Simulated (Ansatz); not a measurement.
Relaxation of GaH₅O (7 atoms, charge 0, multiplicity 1), to a largest force component of 0.03 eV/Å in at most 50 steps.

Level of theory: RKS PBE0/def2-mTZVP (Ansatz 0.2.0).

```xyz
7
Properties=species:S:1:pos:R:3
Ga -0.064 -0.230 0.056
O -0.027 -0.302 1.847
H -0.885 -0.429 2.261
H 1.350 -0.166 -0.597
H -1.460 -0.266 -0.655
H 0.170 2.400 0.902
H 0.156 1.855 1.360
```

Where does it end, and by what steps?

The run converged. After 8 steps the energy has fallen by 0.108 eV; H7 moved furthest, 0.57 Å.

```json
{"step": "0", "energy less start (eV)": "0.0000", "largest force component (eV/Å)": "1.262", "accepted": "yes"}
{"step": "1", "energy less start (eV)": "-0.0803", "largest force component (eV/Å)": "0.462", "accepted": "yes"}
{"step": "2", "energy less start (eV)": "-0.0952", "largest force component (eV/Å)": "0.740", "accepted": "yes"}
{"step": "3", "energy less start (eV)": "-0.1000", "largest force component (eV/Å)": "0.635", "accepted": "yes"}
{"step": "4", "energy less start (eV)": "-0.1010", "largest force component (eV/Å)": "0.313", "accepted": "yes"}
{"step": "5", "energy less start (eV)": "-0.0693", "largest force component (eV/Å)": "1.115", "accepted": "no"}
{"step": "6", "energy less start (eV)": "-0.1073", "largest force component (eV/Å)": "0.089", "accepted": "yes"}
{"step": "7", "energy less start (eV)": "-0.1066", "largest force component (eV/Å)": "0.160", "accepted": "no"}
{"step": "8", "energy less start (eV)": "-0.1079", "largest force component (eV/Å)": "0.010", "accepted": "yes"}
```

```xyz
7
Properties=species:S:1:pos:R:3
Ga -0.090 -0.394 0.072
O -0.067 -0.664 1.843
H -0.939 -0.750 2.242
H 1.331 -0.274 -0.559
H -1.487 -0.319 -0.639
H 0.220 2.854 0.810
H 0.272 2.409 1.406
```

Whether the end is a true minimum wasn't checked by a vibrational analysis.

Time of the run: 14 s on 2 threads of Arm Neoverse V1 (shared host), peak memory 0.14 GiB.
